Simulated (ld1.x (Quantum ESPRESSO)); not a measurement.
**Which change was made? (N, RRKJ)**

- Element: nitrogen
- Generator: ld1.x (Quantum ESPRESSO) 7.5
- Type: norm-conserving RRKJ (Kleinman–Bylander form)
- Functional: PBEsol
- Relativity: scalar-relativistic
- Frozen core: [He]
- Valence charge: 5
- Reference configuration: 2s1 2p4
- Partial waves: 2p (bound): rc 1.80 bohr; 3d channel at 0.2 Ry: rc 1.95 bohr; 2s (bound): rc 0.85 bohr
- Local potential: the s channel
- Core correction: Bessel-smoothed model core inside 0.85 bohr
- rho0: 0.005

Cutoffs, loose and tight: the cutoffs (Ry, on a coarse ladder) from which the occupation-weighted sum of valence levels, in a spherical-Bessel basis at the reference potential, stays within 10 and 1 mRy of its value at 400 Ry. They do not see the model core or the augmentation charge, which bear on the density cutoff. Test errors are all-electron minus pseudo excitation energies from the reference, over the configurations 2s2 2p3; 2s2 2p2; 2s2 2p1; 2s1 2p3; 2s2 2p3.3; 2s1 2p0; 2s0 2p5; variants that change the core or the reference have their own tests.

The base gives: outcome: generated; cutoff, loose: 50 Ry; cutoff, tight: 120 Ry; bound ghosts: none; largest test error (meV): +2706.

(1) After one change the result is: outcome: generated; cutoff, loose: 45 Ry; cutoff, tight: 120 Ry; bound ghosts: none; largest test error (meV): +3977. Which change was it?
A. wave 2p (bound): rc 1.80 bohr becomes 2p (bound): rc 2.46 bohr
B. local potential all-electron potential smoothed inside 1.05 bohr (lloc = -1)
C. all radii but the core radius scaled by about 1.10 (s 0.94, p 1.98, d 2.14 bohr)

Answers

(1) C. The others give: local potential all-electron potential smoothed inside 1.05 bohr (lloc = -1) → outcome: generated; cutoff, loose: 70 Ry; cutoff, tight: 140 Ry; bound ghosts: none; largest test error (meV): +2692 | wave 2p (bound): rc 1.80 bohr becomes 2p (bound): rc 2.46 bohr → outcome: generated; cutoff, loose: 45 Ry; cutoff, tight: 120 Ry; bound ghosts: none; largest test error (meV): +8739.
